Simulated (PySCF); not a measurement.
Simulation results for CH$_{5}$GeO

Calculation on a computer-drawn molecule: optimised geometry and harmonic frequencies of an isolated molecule of the commonest isotopes, restricted reference for singlets and unrestricted otherwise, frozen core in MP2; on germanium a core potential holds 10 electrons, which the energies leave out, and 3d is frozen in MP2 and coupled-cluster steps. Program: PySCF 2.14.0.

Entry: CH$_{5}$GeO

Start structure:
```xyz
8
CH5GeO
C     -0.6358     1.9081     2.9824
Ge    -1.2339     0.3933     1.6919
O      0.6629    -0.2465     1.3938
H     -0.4003     1.5408     3.9389
H      0.1696     2.5214     2.6057
H     -1.4641     2.5954     3.0820
H     -1.3022     1.5805     0.1537
H      1.1267     0.6063     1.1421
```

```
charge                                        : -1
multiplicity                                  : 1
method                                        : HF
basis                                         : aug-cc-pVDZ
basis and core potential on germanium         : aug-cc-pVDZ-PP ECP10MDF
rotational constants                          : 10.77, 6.4, 4.334 GHz
total energy                                  : -409.0436 hartree
convergence status largest gradient component : 1.317e-05 hartree/bohr
```

Drawn bonds:
```csv
atom,other atom,order
1,2,1
2,3,1
1,4,1
1,5,1
1,6,1
2,7,1
3,8,1
```

Optimised structure:
```xyz
8
CH5GeO
C     -0.6725     1.9540     2.9604
Ge    -1.1649     0.4613     1.6256
O      0.5910    -0.1892     1.3253
H     -0.4239     1.5180     3.9343
H      0.1810     2.5590     2.6296
H     -1.5280     2.6270     3.1035
H     -1.2334     1.4614     0.3368
H      1.1736     0.5079     1.0750
```

Modes:
```csv
frequency (cm⁻¹),reduced mass (dalton)
162.3,1.123
206.4,1.965
273.2,1.316
489.1,4.036
545,10.62
600.4,1.04
735.3,1.05
741,1.24
883.3,1.177
943.1,1.165
1284,1.228
1536,1.059
1543,1.061
1697,1.02
3093,1.033
3157,1.102
3171,1.101
4169,1.067
```
